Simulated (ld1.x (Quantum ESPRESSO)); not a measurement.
**Transferability test, TM potential for lanthanum (La)**

lanthanum, norm-conserving Troullier–Martins (Kleinman–Bylander form), made with ld1.x (Quantum ESPRESSO) 7.5 (revPBE, fully relativistic). Core [Xe], reference 4f0 5d1 6s2 6p0. Waves: 6p (bound, empty): rc 4.20 bohr; 5d (bound): rc 3.10 bohr; 4f (bound, empty): rc 1.55 bohr; 6s (bound): rc 2.80 bohr. Local part: the s channel. Core correction: Bessel-smoothed model core, default radius (core density twice the valence density).

Open shells are filled in proportion to 2j + 1 (rel_dist='average').

Energies are relative to the spin-unpolarised reference configuration 4f0 5d1 6s2 6p0; without spin polarisation the order of configurations can differ from experiment. Not all tests gave a result: 1 of 7 tests not solved or not reliable. Left out of the table: 4f1 5d0 6s2 6p0 (all-electron atom not converged, printed error +1262 eV).

```json
{"valence configuration": "4f0 5d1 6s1 6p0", "charge": "+1", "ΔE all-electron (eV)": "5.896", "error AE − PS (meV)": "+2.7"}
{"valence configuration": "4f0 5d1 6s0 6p0", "charge": "+2", "ΔE all-electron (eV)": "16.655", "error AE − PS (meV)": "-60"}
{"valence configuration": "4f0 5d1 6s1.5 6p0", "charge": "+0.5", "ΔE all-electron (eV)": "2.373", "error AE − PS (meV)": "+1.1"}
{"valence configuration": "4f0 5d0 6s2 6p0", "charge": "+1", "ΔE all-electron (eV)": "6.342", "error AE − PS (meV)": "+24"}
{"valence configuration": "4f0 5d1 6s1 6p1", "charge": "0", "ΔE all-electron (eV)": "2.341", "error AE − PS (meV)": "-6.6"}
```

(1) What are ΔE and the potential's error for 4f0 5d1 6s0 6p1?

Levels in the configuration 4f0 5d0 6s2 6p0:

| level | all-electron (eV) | pseudo (eV) |
| --- | --- | --- |
| 6s j=1/2 | -9.193 | -9.131 |

Answers

(1) ΔE = 8.802 eV all-electron; the error (AE − PS) is -35 meV.
